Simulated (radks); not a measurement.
K4+, 15 electrons, occupied as [Ne] 3s2 3p3 (the NIST ground configuration).

Calculated with a radial shooting solver on a logarithmic mesh with Libxc functionals: Dirac Kohn-Sham, PBE, spin-unpolarised, spherical densities, point nucleus; open shells are shared between the two j in proportion to 2j + 1; speed of light set to 102.777 atomic units (0.75 times the physical value, a model run).

Energy parts (eV):
| part | energy |
|---|---|
| total | -16288.851 |
| kinetic | 16510.658 |
| electron-nucleus | -37979.334 |
| Hartree | 6041.983 |
| exchange-correlation | -862.159 |

Orbitals (lengths in bohr, moments of r in powers of bohr):
| orbital | occ. | eigenvalue (eV) | <r^4> |
|---|---|---|---|
| 1s1/2 | 2 | -3601.370 | 0.0001985 |
| 2s1/2 | 2 | -419.1607 | 0.05484 |
| 2p1/2 | 2 | -347.5056 | 0.04612 |
| 2p3/2 | 4 | -342.2862 | 0.04813 |
| 3s1/2 | 2 | -89.8607 | 3.741 |
| 3p1/2 | 1 | -71.8936 | 5.055 |
| 3p3/2 | 2 | -71.2476 | 5.204 |

The highest occupied level is 3p3/2 at -71.248 eV. The density falls to 0.001 e/bohr^3 at r = 2.72 bohr.
